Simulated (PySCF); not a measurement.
Computed shifts of a molecule C₃H₉NSi₂, HF/pcSseg-1 (PySCF), GIAO, gas phase, atoms alike by connectivity averaged where their shifts nearly agree, in ppm (number of nuclei): ¹⁵N: 318.6 (1). ¹³C: 131.3 (1), 14.1 (1), 6.2 (1). ²⁹Si: -59.3 (1), -95.8 (1). ¹H: 4.27 (1), 3.90 (1), 3.66 (3), 2.69 (1), 2.08 (1), 1.46 (1), 0.82 (1). References: ¹⁵N against NH3 (σ = 267.3 ppm); ¹³C against TMS (σ = 192.6 ppm); ²⁹Si against TMS (σ = 393.8 ppm); ¹H against TMS (σ = 31.99 ppm), references at their B3LYP-D3(BJ)/def2-TZVP geometries, non-relativistic. Geometry: B3LYP-D3(BJ)/def2-SVP. Other conformers were not sampled.

Question: Pick the molecule that these values belong to.
A) CN1C=C[SiH2][SiH2]1
B) [SiH3]C1=CCN[SiH2]1
C) N#CCC[SiH2][SiH3]
D) [SiH3][C@H]1C=C[SiH2]N1

Answer: C, N#CCC[SiH2][SiH3]
